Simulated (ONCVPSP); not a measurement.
## Logarithmic derivatives: aluminium (Al), ONCV

```json
{
 "Element": "aluminium (Al)",
 "Generator": "ONCVPSP 4.0.1",
 "Type": "optimised norm-conserving Vanderbilt (ONCV)",
 "Functional": "PBE",
 "Relativity": "scalar-relativistic",
 "Frozen core": "[Ne]",
 "Valence charge": "3",
 "Reference configuration": "3s2 3p1",
 "Partial waves": "3s: rc 1.75 bohr, ncon 3, nbas 8, qcut 3.6 1/bohr, 2 projectors, debl 2.6 Ha; 3p: rc 2.15 bohr, ncon 5, nbas 8, qcut 4.1 1/bohr, 2 projectors, debl 2 Ha; d scattering state at 0.21 Ha: rc 1.80 bohr, ncon 4, nbas 7, qcut 5 1/bohr, 2 projectors, debl 2.7 Ha",
 "Local potential": "polynomial inside 1.70 bohr (lpopt 5, dvloc0 -1 Ha)",
 "Core correction": "none"
}
```

The phase is arctan(r·R′/R) of the radial function R(r), unwrapped; energies in Ha, scanned from -2 to 5 Ha. A pole is an energy at which the radial function vanishes at the test radius. The pseudo phase is shifted by a multiple of π to meet the all-electron one at the reference energy, and phase errors are pseudo minus all-electron; the curves can meet again beyond the range given. Levels narrower than the energy grid can be missing from the lists of poles.

| channel | radius (bohr) | reference energy (Ha) | poles, all-electron | poles, pseudo | unbroken range about the reference energy with phases within 0.05 rad | phase error 1 Ha above the reference energy (rad) |
| --- | --- | --- | --- | --- | --- | --- |
| s | 1.77 | -0.28 | 2.45 | 2.45 | below 4.0 | -0.001 |
| p | 2.18 | -0.10 | 1.43 | 1.43 | below 2.9 | -0.001 |
| d | 1.83 | 0.21 | 2.48 | 2.48 | the whole range | +0.000 |

Note: no bound ghost flagged; GHOST(+) flagged for s at 126.2 eV.

Phases in the p channel:

```
E (Ha)  all-electron  pseudo
 -1.98         1.248   1.239
 -1.80         1.221   1.213
 -1.62         1.189   1.182
 -1.44         1.149   1.143
 -1.26         1.098   1.093
 -1.08         1.030   1.025
 -0.90         0.933   0.929
 -0.72         0.789   0.786
 -0.54         0.563   0.561
 -0.36         0.207   0.205
 -0.18        -0.266  -0.266
  0.00        -0.695  -0.696
  0.18        -0.986  -0.987
  0.36        -1.170  -1.170
  0.54        -1.290  -1.291
  0.72        -1.376  -1.377
  0.90        -1.440  -1.440
  1.08        -1.491  -1.491
  1.26        -1.534  -1.534
  1.44        -1.572  -1.572
  1.62        -1.608  -1.608
  1.80        -1.643  -1.643
  1.98        -1.681  -1.681
  2.16        -1.722  -1.722
  2.34        -1.771  -1.772
  2.52        -1.833  -1.838
  2.70        -1.920  -1.933
  2.88        -2.053  -2.092
  3.06        -2.287  -2.404
  3.24        -2.732  -3.049
  3.42        -3.399  -3.780
  3.60        -3.907  -4.163
  3.78        -4.175  -4.349
  3.96        -4.322  -4.454
  4.14        -4.413  -4.523
  4.32        -4.474  -4.573
  4.50        -4.519  -4.612
  4.68        -4.554  -4.644
  4.86        -4.581  -4.672
```
